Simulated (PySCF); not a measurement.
## Mg (magnesium, neutral) across methods

[Ne] 3p2, high-spin 3P determinant (an excited configuration). Computed with PySCF 2.14 in aug-cc-pV5Z (8s7p5d4f3g2h, 131 functions), with no relativity, point nucleus.

```csv
method,E (hartree),mean ε 2p α (eV),mean ε 2p β (eV),mean ε 3p α (eV),Σ⟨r²⟩ (bohr²),⟨S²⟩
revPBE,-199.8048,-50.514,-50.395,-3.025,40.65,2.000
UHF,-199.38419,-66.062,-65.813,-4.834,44.26,2.000
r2SCAN,-199.8155,-51.926,-51.810,-3.091,40.80,2.000
PBE0,-199.7330,-54.691,-54.528,-3.569,41.11,2.000
BHandHLYP,-199.8251,-58.802,-58.612,-3.866,41.80,2.000
LDA,-198.8920,-50.721,-50.590,-3.000,40.79,2.000
```

(1) Estimate the same row for PBE.

Answers

(1) E (hartree) = -199.7198; mean ε 2p α (eV) = -50.568; mean ε 2p β (eV) = -50.437; mean ε 3p α (eV) = -3.024; Σ⟨r²⟩ (bohr²) = 40.59; ⟨S²⟩ = 2.000.
